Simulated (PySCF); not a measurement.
All values below come from PySCF with PBE0-D3(BJ)/def2-TZVP // PBE0-D3(BJ)/def2-SVP. Gas-phase values, no solvent. One relaxed conformer stands for a flexible species; it need not be the lowest. Delta-SCF ions had no search for a lower state. Excitations are Tamm–Dancoff values on a coarser integration grid. The basis has no diffuse functions, so Rydberg states are missing or too high.

Reference species (SMILES): `C[O][Sn]([O]C)([SH])[SH]` (neutral, multiplicity 1).

The vertical ionisation energy (Delta-SCF) is 9.46 eV. The brightest of the four lowest singlets (TDA) is 4.96 eV and the HOMO is -7.80 eV.

After one change: the vertical ionisation energy (Delta-SCF) falls by 0.11 eV; the brightest of the four lowest singlets (TDA) drops by 0.40 eV; the HOMO increases by 0.09 eV.

Q: What was changed between the two runs? The new species is one of these.
(A) `C[O][Sn]([SH])([O]C)[O]C`
(B) `C[O][Sn]([O]C)([O]C)[O]C`
(C) `[SH][Sn]([SH])([SH])[SH]`

A: C, `[SH][Sn]([SH])([SH])[SH]`
